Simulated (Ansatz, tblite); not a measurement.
Removing and adding an electron: dibenzothiophene S,S-dioxide, `O=S1(=O)c2ccccc2-c2ccccc21`. Total charge 0; singlet. Geometry: PBE-D4/def2-SVP. Ansatz, gas phase; energy differences of separate SCF runs; the oxidised species was run as a doublet alone; the reduced species was run as a doublet alone.

Cartesian coordinates in Å:
```
O 0.823 0.896 2.878
S 0.440 -0.266 2.047
O 0.364 -1.616 2.650
C -1.067 0.093 1.117
C -2.335 0.275 1.663
C -3.394 0.549 0.779
C -3.160 0.633 -0.605
C -1.872 0.446 -1.135
C -0.803 0.171 -0.266
C 0.617 -0.058 -0.601
C 1.228 -0.055 -1.865
C 2.608 -0.298 -1.965
C 3.385 -0.544 -0.819
C 2.790 -0.551 0.455
C 1.420 -0.308 0.531
H -2.496 0.206 2.749
H -4.410 0.699 1.174
H -3.998 0.848 -1.285
H -1.705 0.514 -2.220
H 0.633 0.136 -2.771
H 3.087 -0.296 -2.956
H 4.465 -0.732 -0.918
H 3.379 -0.741 1.364
```

The xTB rows come from tblite.

(1) Estimate orbital energies and vertical ionisation energies and electron affinities at: GFN1-xTB; GFN2-xTB; PBE-D4/def2-SVP; PBE0-D4/def2-SVP.

Answers

(1) 
| level | −HOMO (eV) | vertical IE (eV) | −LUMO (eV) | vertical EA (eV) | HOMO–LUMO gap (eV) | IE − EA (eV) | remarks |
| --- | --- | --- | --- | --- | --- | --- | --- |
| GFN1-xTB | 12.13 | 14.46 | 8.91 | 6.59 | 3.21 | 7.87 | – |
| GFN2-xTB | 11.05 | 13.37 | 7.91 | 5.55 | 3.14 | 7.82 | – |
| PBE-D4/def2-SVP | 6.11 | 8.37 | 2.69 | 0.56 | 3.42 | 7.81 | HOMO above zero (-1 doublet) |
| PBE0-D4/def2-SVP | 7.12 | 8.66 | 2.01 | 0.57 | 5.11 | 8.09 | HOMO above zero (-1 doublet) |

   A HOMO above zero means that the electron is unbound at that level or that self-interaction error raises the level; the energy of removing that electron tells which. Raw xTB energy differences between charge states are shifted by several eV; the methods need an empirical correction for them. Sets without diffuse functions give affinities that are too small.
